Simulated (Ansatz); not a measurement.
(BeO)2 ring (Be₂O₂). The state is a singlet with charge 0. Geometry PBE-D4/def2-TZVP, basis def2-TZVP, Ansatz.

```xyz
4

Be   -0.569   -0.528    0.391
O    -0.445    0.943    0.626
Be    0.569    0.528   -0.391
O     0.445   -0.943   -0.626
```

```csv
run,HOMO (eV),LUMO (eV)
A,-5.87,-3.29
B,-7.62,-2.11
C,-6.17,-3.04
D,-11.17,-0.05
E,-6.21,-2.71
F,-5.97,-3.25
```

**Question.** The runs used B97M-V, BLYP, HF, PBE, r2SCAN, r2SCAN0. Estimate which is which.

**Answer.** A BLYP (0 % exact exchange); B r2SCAN0 (25 % exact exchange); C B97M-V (0 % exact exchange); D HF (100 % exact exchange); E r2SCAN (0 % exact exchange); F PBE (0 % exact exchange). Exact exchange lowers occupied and raises empty levels; among semilocal functionals meta-GGAs tend to open the gap a little, and such runs are hard to tell apart. The gap grows from 2.59 eV (BLYP) to 11.12 eV (HF).
